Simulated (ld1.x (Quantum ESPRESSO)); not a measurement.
# Varying the TM potential for platinum

Base potential:

platinum (Pt), norm-conserving Troullier–Martins (Kleinman–Bylander form), made with ld1.x (Quantum ESPRESSO) 7.5 (LDA (PZ), scalar-relativistic). Core [Kr] 4d10 4f14, reference 5s2 5p6 5d8 6s2 6p0. Waves: 5p (bound): rc 1.10 bohr; 5d (bound): rc 1.80 bohr; 5s (bound): rc 1.45 bohr. Local part: the s channel. Core correction: none.

Occupied shells without a wave of their own: 6s. They enter only through the test configuration that unscreens the potential.

All-electron outer shells of the reference configuration (LDA (PZ), scalar-relativistic, ld1.x):

```json
{"shell": "4d", "level (eV)": "-309.60", "outermost node (bohr)": "0.20", "outermost maximum (bohr)": "0.42"}
{"shell": "5s", "level (eV)": "-104.90", "outermost node (bohr)": "0.49", "outermost maximum (bohr)": "0.87"}
{"shell": "4f", "level (eV)": "-73.31", "outermost node (bohr)": "–", "outermost maximum (bohr)": "0.38"}
{"shell": "5p", "level (eV)": "-58.83", "outermost node (bohr)": "0.53", "outermost maximum (bohr)": "0.98"}
{"shell": "5d", "level (eV)": "-8.25", "outermost node (bohr)": "0.57", "outermost maximum (bohr)": "1.24"}
{"shell": "6s", "level (eV)": "-6.78", "outermost node (bohr)": "1.14", "outermost maximum (bohr)": "2.32"}
{"shell": "6p", "level (eV)": "-1.30", "outermost node (bohr)": "1.35", "outermost maximum (bohr)": "3.38"}
```

Cutoffs, loose and tight: the cutoffs (Ry, on a coarse ladder) from which the occupation-weighted sum of valence levels, in a spherical-Bessel basis at the reference potential, stays within 10 and 1 mRy of its value at 400 Ry. They do not see the model core or the augmentation charge, which bear on the density cutoff. Test errors are all-electron minus pseudo excitation energies from the reference, over the configurations 5s2 5p6 5d9 6s1 6p0; 5s2 5p6 5d9 6s0 6p0; 5s2 5p6 5d8 6s0 6p0; 5s2 5p6 5d9.5 6s0.5 6p0; 5s2 5p6 5d8 6s1 6p1; 5s2 5p6 5d6 6s0 6p0; 5s2 5p6 5d7 6s0 6p0 (two spin-polarised tests are not counted in the largest error). A dash means not determined; rows that change the core or the reference have their own tests.

| change | outcome | cutoff, loose | cutoff, tight | bound ghosts | largest test error (meV) |
| --- | --- | --- | --- | --- | --- |
| base | generated, misses its reference levels by 1.97 eV | 140 Ry | 230 Ry | none | -9490 |
| wave 5d (bound): rc 1.80 bohr becomes 5d (bound): rc 1.28 bohr | generated, misses its reference levels by 1.97 eV | 140 Ry | 230 Ry | none | -9489 |
| wave 5d (bound): rc 1.80 bohr becomes 5d (bound): rc 1.46 bohr | generated, misses its reference levels by 1.97 eV | 140 Ry | 230 Ry | none | -9490 |
| wave 5d (bound): rc 1.80 bohr becomes 5d (bound): rc 1.84 bohr | generated, misses its reference levels by 1.97 eV | 140 Ry | 230 Ry | none | -9490 |
| wave 5d (bound): rc 1.80 bohr becomes 5d (bound): rc 2.00 bohr | generated, misses its reference levels by 1.97 eV | 140 Ry | 230 Ry | none | -9490 |
| wave 5d (bound): rc 1.80 bohr becomes 5d (bound): rc 2.30 bohr | generated, misses its reference levels by 1.97 eV | 140 Ry | 230 Ry | none | -9487 |
| wave 5d (bound): rc 1.80 bohr becomes 5d (bound): rc 2.58 bohr | generated, misses its reference levels by 1.97 eV | 140 Ry | 230 Ry | none | -9473 |

Reading the sweep of the d radius (base included, trends over the rows without a ghost): The loose cutoff stays near 140 Ry. The median size of the test errors (rows with all tests solved) stays near 4300.6 meV.
